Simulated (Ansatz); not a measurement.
A run for Ansatz (an electronic-structure program): R-PBE0/def2-TZVPP on CH5B (SMILES BC), a point of a torsion scan.

Ansatz 0.2 input:
```yaml
crystal:
  periodic: [false, false, false]
  atoms:
    - {symbol: B, position_ang: [0.89578196, 0.07199672, 0.01631630]}
    - {symbol: C, position_ang: [-0.66291456, -0.06345372, 0.03336812]}
    - {symbol: H, position_ang: [1.57846265, -0.87354336, -0.07570411]}
    - {symbol: H, position_ang: [1.38793573, 1.13277622, 0.06067271]}
    - {symbol: H, position_ang: [-1.02981813, -1.05238752, 0.29610563]}
    - {symbol: H, position_ang: [-1.01761353, 0.14295632, -0.97902975]}
    - {symbol: H, position_ang: [-1.15345117, 0.66870228, 0.67144893]}
basis:
  gaussian:
    orbitals: def2-TZVPP
hamiltonian:
  xc: {name: PBE0}
scf: {lower_state_search: off}
```

The log:

```
WARN ansatz: RAYON_NUM_THREADS=1 ignored (pool sized by the plan → 1); use --threads N
Functional definition: PBE0
these checks for a lower state are left out or cut short: stability, starts, cluster_reference, orbital_swaps, neighbouring_geometries, increment
integrals: 0.03 GiB planned
644 factors; their error is unknown
mean field: 0.36 GiB planned
mean field evaluation 1: about -1787.3440 eV, gradient 4.7e1 eV
mean field evaluation 2: about -1786.6003 eV, gradient 4.7e1 eV
mean field evaluation 4: about -1792.3386 eV, gradient 6.4e-1 eV
mean field evaluation 8: about -1792.3309 eV, gradient 3.6e-1 eV
mean field evaluation 16: about -1792.3311 eV, gradient 2.2e-6 eV
mean field -1792.33106256 eV, -65.8669516635 hartree, gradient 2.2e-6 eV, S^2 0.000000; 0 other end points of the search recorded, 0 dependent functions left out
reference -1792.33108989 eV, -65.8669526676 hartree; 8, 8 occupied and 124, 124 virtual orbitals, 644 factors
Total energy: -1792.33108989 eV, -65.8669526676 hartree
Checks for a lower state left out: stability, starts, cluster_reference, orbital_swaps, neighbouring_geometries, increment
```

The run converged.

Cost: roughly 0.8 core-seconds.
